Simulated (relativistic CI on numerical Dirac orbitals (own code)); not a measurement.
## Hyperfine structure of Au17+, mass number 197

Method of calculation: Dirac-Coulomb-Breit CI, orbitals from a KLI potential per configuration, a model potential for QED, unscaled Slater integrals (own radial code, finite nucleus).

Configurations in the expansion (outside the closed core [Kr] 4d10): 4f14.5s2, 4f14.5s.5p, 4f13.5s2.5p, 4f14.5s.5d, 4f14.5s.5f, 4f13.5s2.5d, 4f14.5p.5d, 4f14.5s.5g, 4f14.5p2, 4f13.5p3, 4f13.5p2.5d, 4f14.5d2, 4f13.5p.5d2, 4f13.5d3, 4f14.5f2, 4f13.5p.5f2, 4f13.5d.5f2. Double excitations out of closed p, d and f shells are left out; levels of such configurations are missing from the list, as are those of other unlisted configurations, and high levels can miss mixing partners.

Nuclear spin I = 3/2, μ = 0.1452 μN, Q = 0.547 b (tables of Stone and Pyykkö). The electronic factors are computed for point nuclear moments, without core polarisation or the Bohr-Weisskopf and QED corrections.

| Level | E (eV) | A (MHz) | B (MHz) |
| --- | --- | --- | --- |
| 4f14.5s.5p 3P°_1 | 39.1513 | 26540 | -4870 |
| 4f13.5s2.5p 3D_3 | 44.6302 | -1408 | -381 |
| 4f13.5s2.5p 3G_3 | 48.4497 | 2531 | -529 |
| 4f14.5s.5p 3P°_2 | 59.6322 | 11770 | 14900 |
| 4f13.5s2.5p 3G_5 | 67.8010 | 543.7 | 12500 |
| 4f14.5s.5p 1P°_1 | 68.1113 | -7698 | 12300 |
| 4f13.5s2.5p 3D_2 | 68.2263 | -282.7 | 1840 |
| 4f13.5s2.5p 3F_4 | 70.0735 | 431.3 | -9600 |

Levels with J = 0, under 50 % of one LS term, or S terms without an open s electron are left out. Small factors come from cancelling terms and can be off by tens of per cent or more.

At this charge transitions that keep the count of f electrons are usually good to a few per cent. Levels that differ in their count of f electrons can be misplaced by several ten thousand cm⁻¹, since the correlation energy of f electrons is missing or only estimated; rates across such gaps can be off by orders of magnitude.

Task: Give the hyperfine levels of 4f14.5s.5p 3P°_1 relative to its centre of gravity.

Result: With K = F(F + 1) − I(I + 1) − J(J + 1), E = AK/2 + B[¾K(K + 1) − I(I + 1)J(J + 1)]/[2I(2I − 1)J(2J − 1)]: F = 1/2: -72430, F = 3/2: -21680, F = 5/2: 38590 MHz.

LS names give the leading component of a level, which can be under half, so a name can repeat, a term be missing and a line seem to break the LS rules.
